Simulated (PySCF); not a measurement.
# One molecule, several mistakes: CGeH4OSi

Calculated results; nothing here was measured. They come from PySCF 2.14.0, an open-source quantum chemistry program, on an isolated molecule that a program drew, which may never have been made. The molecule is CGeH4OSi (charge 0, singlet), drawn as the SMILES string `[CH3][Ge](=[O])[SiH]`.

Each row is a Hartree-Fock (HF) and frozen-core CCSD(T) single point in the cc-pV(D+d)Z basis, meant for a local HF minimum. Run 1 is clean. Each other run has one planted mistake out of seven kinds, and not every kind appears here: one electron removed, one electron added, multiplicity raised by two, geometry at a saddle point, minimal basis STO-3G, one bond length entered in bohr, all coordinates scaled. The reference is restricted for singlets and unrestricted otherwise, and also for a bond in bohr. Adding or removing an electron swaps singlet and doublet. Electrons count all cores. HOMO and LUMO are orbital energies over both spins, the gradient is its largest component, and the lowest frequency (negative if imaginary) is given only where the gradient is small. Bond lengths are over the 7 bonds as drawn. T1 is the CCSD diagnostic: over 0.02 (restricted) or 0.045 (unrestricted) a single reference is doubtful. Germanium has the cc-pVDZ-PP basis, with a core potential (ECP10MDF) in place of its 10 inner electrons, and its 3s, 3p and 3d shells are frozen in CCSD(T).

Geometry of the clean run:
```xyz
8
CGeH4OSi, angstrom
C     0.5105   -0.8816   -1.6310
Ge    0.6642    1.0582   -1.8428
O     2.0487    1.7425   -2.3609
Si   -1.2413    2.5368   -1.3916
H     0.2426   -1.1291   -0.6009
H    -0.2705   -1.2691   -2.2902
H     1.4646   -1.3449   -1.8833
H    -0.8407    2.6169    0.0666
```

```
run  electrons  basis functions  <S^2>  HOMO (eV)  LUMO (eV)  gradient (hartree/bohr)  lowest frequency (cm^-1)  mean bond (Å)  longest bond (Å)      T1  HF (hartree)  CCSD(T) (hartree)                          mistake
  1         64               94  0.000      -8.96      -0.47                  1.1e-05                        65         1.5472             2.454  0.0267    -697.27864         -697.84835                         no fault
  2         64               94  1.087      -7.95       0.13                  5.6e-02                         -         1.8591             4.637  0.0668    -697.23148         -697.77528  one bond length entered in bohr
  3         63               94  1.145     -14.89      -5.07                  8.4e-02                         -         1.5472             2.454  0.0734    -697.03117         -697.54506             one electron removed
  4         64               94  0.000      -8.94      -0.68                  7.7e-02                         -         1.6663             2.643  0.0326    -697.24008         -697.83064                                ?
```

**Which mistake was planted in run 4, and what did it cost?**

The mean and the longest bond both change by the same factor, 1.077, and the gradient is no longer small. So the mistake is: all coordinates scaled. Subtracting run 1 and multiplying by 627.51 kcal/mol a hartree, the energy moved by 24.2 kcal/mol in HF and 11.1 kcal/mol in CCSD(T).

Cautions from the logs. Run 1: T1 is over the limit, so its CCSD(T) energy is less reliable; run 2: T1 is over the limit, so its CCSD(T) energy is less reliable; run 3: T1 is over the limit, so its CCSD(T) energy is less reliable; run 4: T1 is over the limit, so its CCSD(T) energy is less reliable.
